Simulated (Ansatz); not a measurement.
System: C$_{2}$H$_{8}$NSi, charge 0, multiplicity 2. It need not be the lowest isomer of its formula. 
Geometry from a B3LYP-D3(BJ)/def2-TZVP (Ansatz, a quantum-chemistry and plane-wave program) optimisation:
```xyz
12

C      1.1411    -1.2385     0.5663
Si     0.0289    -0.0867    -0.4296
C     -1.7596    -0.1876     0.1590
N      0.5738     1.5364    -0.1224
H      0.8529    -2.2804     0.4151
H      1.0625    -1.0086     1.6335
H      2.1875    -1.1381     0.2716
H     -2.1661    -1.1865    -0.0087
H     -2.3963     0.5227    -0.3719
H     -1.8172     0.0347     1.2292
H      1.5546     1.7567    -0.2166
H      0.0121     2.3156    -0.4331
```
Charge 0, spin multiplicity 2.

Dipole moments at this geometry, in debye (magnitudes).

| level | program | dipole (D) |
|---|---|---|
| SVWN5/def2-TZVPD | Ansatz | 0.89 |
| PBE/def2-TZVPD | Ansatz | 0.86 |
| r2SCAN/def2-TZVPD | Ansatz | 0.82 |
| B3LYP/def2-TZVPD | Ansatz | 0.77 |
| BHLYP/def2-TZVPD | Ansatz | 0.70 |
| r2SCANh/def2-TZVPD | Ansatz | 0.79 |
| r2SCAN0/def2-TZVPD | Ansatz | 0.75 |
| HSE06/def2-TZVPD | Ansatz | 0.78 |
| wB97M-V/def2-TZVPD | Ansatz | 0.75 |
| CCSD(T)/aug-cc-pV(D+d)Z | Ansatz | 0.76 |
